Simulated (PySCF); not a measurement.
# Peak assignment

Structure with atom numbers: `[CH3:1][O:2][C@H:3]1[CH2:4][C@@:5]([CH3:6])([F:7])[CH2:8]1` (H(Xn): hydrogen on atom n). Ha(C4), Ha(C8) are cis to O2 on the ring; Hb(C4), Hb(C8) are trans to O2 on the ring.

Calculated, not measured (PySCF): GFN2-xTB geometry, GIAO PBE0/pcSseg-1 shieldings. No relativistic terms, one averaged value for each set of equivalent atoms, one computed conformer, no solvent.

Chemical shifts δ = σref − σ; TMS for 13C, 1H, all at this level.

Question: Assign these signals to the numbered atoms. 13C{1H} NMR (computed): δ 88.3 (C), 67.9 (CH), 57.8 (CH3), 45.2 (CH2), 28.9 (CH3).

Answer: 
```tsv
δ (ppm)	atoms	environment	reason
88.3	C5	fully substituted sp3 carbon bonded to F	deshielded by the electronegative neighbour
67.9	C3	sp3 CH bonded to O	pulled downfield by the heteroatom
57.8	C1	methyl carbon bonded to O	the inductive effect lowers its shielding
45.2	C4/C8	sp3 CH2 in a ring	saturated and bonded to C and H only
28.9	C6	methyl carbon	a saturated carbon with 1 carbon neighbour and no heteroatom attached
```

Question: Assign these signals to the numbered atoms. 1H NMR (300 MHz, computed): δ 3.38 (s, 3H), 3.26 (m, 1H), 2.52 (m, 2H), 2.36 (m, 2H), 1.35 (m, 3H).

Answer: 
| δ (ppm) | atoms | environment | reason |
| --- | --- | --- | --- |
| 3.38 | H(C1) | hydrogen on a methyl carbon bonded to O | its carbon carries O, hence the downfield position |
| 3.26 | H(C3) | hydrogen on an sp3 CH bonded to O | its carbon carries O, which withdraws density |
| 2.52 | Ha(C4)/Ha(C8) | hydrogen on an sp3 CH2 in a ring | – |
| 2.36 | Hb(C4)/Hb(C8) | hydrogen on an sp3 CH2 in a ring | – |
| 1.35 | H(C6) | hydrogen on a methyl carbon | – |

H(C1) and H(C3) lie closer than the usual error of such a calculation, so a measured spectrum could show them in the other order.

Splittings by 19F in the carbon and heteronuclear signals aren't shown, as no couplings were computed. Shifts are as computed. Against solution values, carbons near 30 ppm lie about +3 ppm off and those near 130 ppm about +5 ppm. Of 1211 compounds with measured shifts, 218 miss one by over three times the rms of a fit or turn the order of signals round; such compounds aren't used in these exercises. Multiplicities follow the n + 1 count of equivalent neighbours, as no J values were calculated; m marks all less simple cases, F and P coupling included.
